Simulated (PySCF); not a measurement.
# A small calculation by hand: chemical shift, span and skew from a shielding tensor

F5Si, SMILES F[Si-](F)(F)(F)F, charge -1. Atoms are numbered in the order given.

```xyz
6

F      0.0000     0.0000    -1.6953
Si     0.0000     0.0000     0.0000
F     -1.6618     0.0000     0.0000
F      0.8309    -1.4392     0.0000
F      0.8309     1.4392     0.0000
F      0.0000     0.0000     1.6953
```
Charge -1, spin multiplicity 1.

Coordinates come from a TPSSh-D3(BJ)/def2-SVPD optimisation.

GIAO shieldings from PBE/pcSseg-1 (PySCF), non-relativistic, no solvent. The symmetric part of the tensor of Si2 has the principal values 419.0, 479.6, 479.6 ppm. The same nucleus in TMS has σ = 335.4 ppm at this level (PySCF, at its B3LYP-D3(BJ)/def2-TZVP geometry).

Question: Work out the isotropic shielding, the ²⁹Si shift against TMS, the span and the skew.

Answer: 
σ(iso) = (σ11 + σ22 + σ33)/3 = 459.4 ppm. δ = σ(ref) − σ(iso) = 335.4 − (459.4) = -124.0 ppm.
Span Ω = σ33 − σ11 = 60.6 ppm. Skew κ = 3(σ(iso) − σ22)/Ω = -1.00, an axial tensor. Tumbling in solution averages the tensor to δ; in a static solid the shielding alone would spread this spin-1/2 line over Ω.
